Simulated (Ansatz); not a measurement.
Reaction (redistribution): `C[SiH](C)[NH][AlH2]` + `O[BH][GeH3]` → `C[SiH](C)[GeH3]` + `OB[NH][AlH2]`

Gas-phase electronic energies from Ansatz, PBE0-D4/def2-TZVP geometries. CBS: MP2 limit from def2 TZ/QZ plus the TZ coupled-cluster correction, frozen cores. DFT in def2-TZVPP. B3LYP here is the variant with VWN-RPA as its local correlation; programs differ in this. For Ge outer-core shells are correlated without core-valence functions, which leaves a few kJ/mol of doubt a bond. Scalar relativity is left out up to krypton. Each species was taken in one conformer, which may not be the lowest.

`C[SiH](C)[NH][AlH2]`:

Z-matrix (Å, degrees):
```
C
Si 1 1.870
H 1 1.092 2 111.1
H 1 1.094 2 111.0 3 120.0
H 1 1.094 2 111.0 3 -120.3
C 2 1.870 1 109.3 3 178.0
N 2 1.734 1 111.5 3 -58.2
H 2 1.491 1 109.5 3 58.2
H 6 1.094 2 111.0 1 61.9
H 6 1.092 2 111.0 1 -178.1
H 6 1.094 2 111.1 1 -57.8
Al 7 1.779 2 129.7 1 119.9
H 7 1.013 2 114.5 1 -60.3
H 12 1.585 7 117.5 2 179.9
H 12 1.581 7 118.9 2 -0.1
```

`O[BH][GeH3]`:

Z-matrix (Å, degrees):
```
Ge
B 1 2.071
H 1 1.542 2 110.4
H 1 1.542 2 110.4 3 117.2
H 1 1.539 2 113.6 3 -121.4
O 2 1.348 1 118.7 3 121.2
H 2 1.204 1 121.6 3 -58.8
H 6 0.962 2 113.7 1 -180.0
```

`C[SiH](C)[GeH3]`:

Cartesian coordinates in Å:
```
C 1.016 1.425 -0.670
Si -0.323 0.436 0.193
C 0.284 -0.228 1.839
Ge -1.028 -1.365 -1.199
H 0.658 1.828 -1.620
H 1.338 2.264 -0.047
H 1.889 0.801 -0.875
H -1.507 1.314 0.426
H 0.597 0.591 2.492
H -0.501 -0.788 2.351
H 1.139 -0.894 1.698
H -2.134 -2.204 -0.532
H 0.147 -2.317 -1.506
H -1.574 -0.864 -2.550
```

`OB[NH][AlH2]`:

Cartesian coordinates in Å:
```
O 1.332 -0.618 -1.234
B 0.444 -1.206 -0.382
N -0.456 -0.464 0.442
Al -0.642 1.310 0.565
H 1.303 0.344 -1.235
H 0.452 -2.405 -0.355
H -1.047 -1.051 1.014
H -1.709 1.929 1.550
H 0.321 2.163 -0.364
```

(1) Is it downhill or uphill in electronic energy at CCSD(T)/CBS, and by how much? (Best estimate.)

(2) What do these levels give: r2SCAN-D4, PBE0-D4, B3LYP-D4, ωB97X-V, PBE, HF/def2-TZVPP, MP2/def2-TZVPP, SCS-MP2/def2-TZVPP, CCSD(T)/def2-TZVPP, HF/def2-QZVPP, HF/CBS(def2), CCSD/CBS(def2)? (An estimate is asked.)

Largest T1 diagnostic among the species: 0.013.

Results:

(1) The calculation gave: Downhill: ΔE = -69.6 kJ/mol.

(2) Ansatz gave: r2SCAN-D4 -76.4, PBE0-D4 -79.2, B3LYP-D4 -74.0, ωB97X-V -71.0, PBE -79.5, HF/def2-TZVPP -68.7, MP2/def2-TZVPP -70.5, SCS-MP2/def2-TZVPP -67.5, CCSD(T)/def2-TZVPP -69.9, HF/def2-QZVPP -67.9, HF/CBS(def2) -67.8, CCSD/CBS(def2) -68.9 kJ/mol.
